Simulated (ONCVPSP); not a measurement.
# What one change does to a pseudopotential (P, ONCV)

- Element: P
- Generator: ONCVPSP 4.0.1
- Type: optimised norm-conserving Vanderbilt (ONCV)
- Functional: PBE
- Relativity: scalar-relativistic
- Frozen core: [Ne]
- Valence charge: 5
- Reference configuration: 3s2 3p3
- Partial waves: 3s: rc 1.65 bohr, ncon 4, nbas 8, qcut 4.1 1/bohr, 2 projectors, debl 3.2 Ha; 3p: rc 1.95 bohr, ncon 4, nbas 8, qcut 4.9 1/bohr, 2 projectors, debl 2.5 Ha; d scattering state at 0.42 Ha: rc 1.75 bohr, ncon 4, nbas 9, qcut 5.9 1/bohr, 1 projector
- Local potential: polynomial inside 1.60 bohr (lpopt 1, dvloc0 2 Ha)
- Core correction: none

All-electron outer shells of the reference configuration (PBE, scalar-relativistic, ld1.x):

```tsv
shell	level (eV)	outermost node (bohr)	outermost maximum (bohr)
2s	-173.99	0.14	0.42
2p	-124.49	–	0.36
3s	-13.97	0.65	1.58
3p	-5.51	0.64	1.83
```

Change: s: qcut 5.4.

Cutoffs: the cutoffs (Ha) at which the residual kinetic energy of the hardest occupied pseudo-wave falls to 1 and 0.1 mHa per electron; they do not see the model core or the augmentation charge, which bear on the density cutoff. Errors are all-electron minus pseudo energies relative to the spin-unpolarised reference configuration.

Question: How do hardness, ghosts and transferability respond?

Answer: The potential gets softer (11 Ha and 54 Ha → 11 Ha and 13 Ha); of the 4 tests that both files solve, the error grows in 1 and shrinks in 2 by more than 15 % and 0.3 meV (median size 14.0 → 8.8 meV); neither file shows a bound ghost.

| quantity | base | changed |
| --- | --- | --- |
| cutoff, loose | 11 Ha | 11 Ha |
| cutoff, tight | 54 Ha | 13 Ha |
| loose cutoff by channel | s 11 Ha, p 4.3 Ha | s 11 Ha, p 4.3 Ha |
| bound ghosts | none | none |
| GHOST(+) flags under 300 eV | none | none |
| error for 3s2 3p2, meV [ΔE 9.73 eV] | -0.8 | -1.1 |
| error for 3s2 3p1, meV [ΔE 28.88 eV] | +1.8 | -0.8 |
| error for 3s2 3p0, meV [ΔE 58.62 eV] | +26 | +16 |
| error for 3s1 3p0, meV [ΔE 110.62 eV] | +167 | +173 |
| s: phases at 1.68 bohr within 0.05 rad from the reference energy up to (Ha; the scan ends near 5) | 4.6 | 4.7 |
| p: phases at 1.97 bohr within 0.05 rad from the reference energy up to (Ha; the scan ends near 5) | to the end of the scan | to the end of the scan |
| d: phases at 1.77 bohr within 0.05 rad from the reference energy up to (Ha; the scan ends near 5) | 2.9 | 2.9 |
